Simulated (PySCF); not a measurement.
**Magnetisability: 4-chlorobenzoyl chloride, C₇H₄Cl₂O**

Geometry (Å), atoms numbered from 1 in this order:
```xyz
14

O     2.8229    1.3835   -0.6432
C     2.2832    0.3325   -0.5009
Cl    3.2450   -1.1476   -0.6698
C     0.8707    0.1041   -0.1916
C     0.3024   -1.1609   -0.0413
C    -1.0402   -1.2902    0.2509
C    -1.8256   -0.1532    0.3954
Cl   -3.4984   -0.3161    0.7602
C    -1.2755    1.1148    0.2485
C     0.0658    1.2392   -0.0437
H     0.9144   -2.0413   -0.1542
H    -1.4824   -2.2670    0.3674
H    -1.8973    1.9883    0.3628
H     0.5143    2.2136   -0.1625
```

Level of theory: GIAO KT3/pcSseg-1 magnetisability, rotational g tensor and spin-rotation constants, non-relativistic, gas phase (PySCF 2.14.0). Geometry: GFN2-xTB.

Q: What are the magnetisability and the molar susceptibility?

A: Isotropic -1532 × 10⁻³⁰ J/T², or -92.3 × 10⁻⁶ cm³/mol; principal values -2167, -1289, -1140 × 10⁻³⁰ J/T², anisotropy 962 × 10⁻³⁰ J/T² (root of half the summed squared differences of the principal values). The susceptibility is in cgs units.

Q: Split it along the inertial axes a, b, c into diamagnetic and paramagnetic parts about the centre of mass, with the quadrupole moment.

A: 
| axis | χ (10⁻⁶ cm³/mol) | diamagnetic (10⁻⁶ cm³/mol) | paramagnetic (10⁻⁶ cm³/mol) | summed x² of all electrons (Å²) | quadrupole Θ (D Å) |
| --- | --- | --- | --- | --- | --- |
| a | -76.6 | -508.7 | 432.1 | 569.7 | -11.13 |
| b | -69.7 | -2480.5 | 2410.9 | 104.9 | +10.06 |
| c | -130.5 | -2862.3 | 2731.8 | 15.0 | +1.07 |

Anisotropies 2χaa − χbb − χcc = +47.0 and 2χbb − χaa − χcc = +67.8 × 10⁻⁶ cm³/mol. Θ is traceless in Buckingham's convention.

Q: And the rotational g tensor?

A: 
| axis | rotational constant (GHz) | g | nuclear part | electronic part |
| --- | --- | --- | --- | --- |
| a | 3.0567 | -0.0646 | 0.5559 | -0.6204 |
| b | 0.4506 | -0.0136 | 0.4968 | -0.5104 |
| c | 0.3927 | +0.0003 | 0.5044 | -0.5040 |

Asymmetric top; isotopes 12C, 35Cl, 1H, 16O; no vibrational averaging.
